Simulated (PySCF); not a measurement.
## Working out the ionisation energy of As

As [Ar] 3d10 4s2 4p3 (4S) → As⁺ [Ar] 3d10 4s2 4p2 (3P). Calculation: PySCF 2.14, in aug-cc-pwCVDZ-PP with ECP10MDF (6s5p4d1f, 48 functions); scalar relativity through the core potential. Frozen: nothing. Energies in hartree (1 hartree = 27.21139 eV):

| part | As (lower) | As⁺ (upper) |
| --- | --- | --- |
| UHF | -331.198331 | -330.851977 |
| MP2 opposite-spin | -0.306910 | -0.300736 |
| MP2 same-spin | -0.159897 | -0.149010 |

Q: What does Hartree-Fock give?

A: (-330.851977) − (-331.198331) = 0.346354 hartree = 9.425 eV.

Q: What do MP2 and SCS-MP2 (6/5 opposite-spin, 1/3 same-spin) give?

A: The opposite-spin parts differ by 0.168 eV and the same-spin parts by 0.296 eV. MP2: 9.425 + (0.168) + (0.296) = 9.889 eV. SCS-MP2: 9.425 + 1.2 × (0.168) + (0.296)/3 = 9.725 eV.

Measured between the centres of the two terms (NIST): 10.008 eV, so MP2 (valence and next inner shell) is off by -0.119 eV.

A double-zeta basis recovers only part of the correlation energy.

What remains against the reference includes basis incompleteness and correlation beyond second order.
